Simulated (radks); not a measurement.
The mercury ion Hg61+, configuration [Ar] 3d1.

Calculated with a radial shooting solver on a logarithmic mesh with Libxc functionals: scalar-relativistic Kohn-Sham, BLYP, spin-polarised, spherical densities, finite nucleus; open shells are filled with parallel spins first (spin-orbit coupling, left out, can overturn this in heavy ions); Fermi nuclear charge, rms radius 5.4648 fm.

Energy parts (hartree):
total: -15662.0724
kinetic: 17992.6961
electron-nucleus: -35201.3519
Hartree: 1749.3151
exchange-correlation: -202.7317

Orbitals (lengths in bohr, moments of r in powers of bohr; r(90%) holds 90 % of the orbital's charge):
orbital  occ.  eigenvalue (hartree)  r(90%)  <1/r>       <r^4>
1s up       1             -3225.976  0.0304  97.53   3.992e-07
1s down     1             -3225.973  0.0304  97.53   3.992e-07
2s up       1             -707.9639   0.108  23.06  0.00005598
2s down     1             -707.7249   0.108  23.07  0.00005593
2p up       3             -634.3529   0.102  20.42  0.00004517
2p down     3             -634.1599   0.102  20.43  0.00004512
3s up       1             -274.4265   0.248  9.129    0.001605
3s down     1             -274.1476   0.248  9.121    0.001608
3p up       3             -252.8841   0.251  8.367    0.001655
3p down     3             -252.6024   0.251  8.360    0.001658
3d up       1             -234.3136   0.228  7.877    0.001116
3d down     0             -233.9526   0.229  7.873    0.001120

The highest occupied level is 3d up at -6376.0 eV. Summed over all electrons, <r^2> = 0.3310 bohr^2, which gives a Langevin (diamagnetic) susceptibility term of -0.262 x 10^-6 cm^3/mol. For comparison, the ionisation energy in NIST's Atomic Spectra Database is 6508 eV (theoretical). In exact Kohn-Sham theory the highest level is minus the ionisation energy, but local and semilocal functionals leave it too shallow, through self-interaction and a potential that decays too fast; potentials with the right tail come closer. The electron density at the nucleus is 2.496e+06 e/bohr^3 (large components only). Spin moment in Bohr magnetons: 1.
